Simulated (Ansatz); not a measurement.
Reaction (formal exchange of groups at a B–C bond): `NCB(O)Cl` + `C=C[SiH2]S` → `C=C[SiH2]B(O)Cl` + `NCS`

Computed with Ansatz on PBE0-D4/def2-TZVP structures; ΔE is electronic, products minus reactants. CCSD(T)/CBS is the MP2 limit (def2-TZVPP, def2-QZVPP) plus CCSD(T) − MP2 in def2-TZVPP, frozen cores. DFT in def2-TZVPP. Each species was taken in one conformer, which may not be the lowest.

```csv
level,ΔE (kJ/mol)
r2SCAN-D4,131.9
CCSD/def2-TZVPP,132.1
```

(1) What does CCSD(T)/CBS give? (Estimate.)

Largest T1 diagnostic among the species: 0.013.

Answers

(1) Computed: +130.3 kJ/mol. The listed levels differ from it by 1.6, 1.8 kJ/mol.

From PBE to PBE0 (25 % exact exchange), in def2-TZVPP and without D4, ΔE moves by +7.9 kJ/mol. In def2-TZVPP, CCSD(T) changes the Hartree–Fock value by −11.5 kJ/mol (the triples alone add −2.5 kJ/mol) and MP2 by −3.9 kJ/mol.
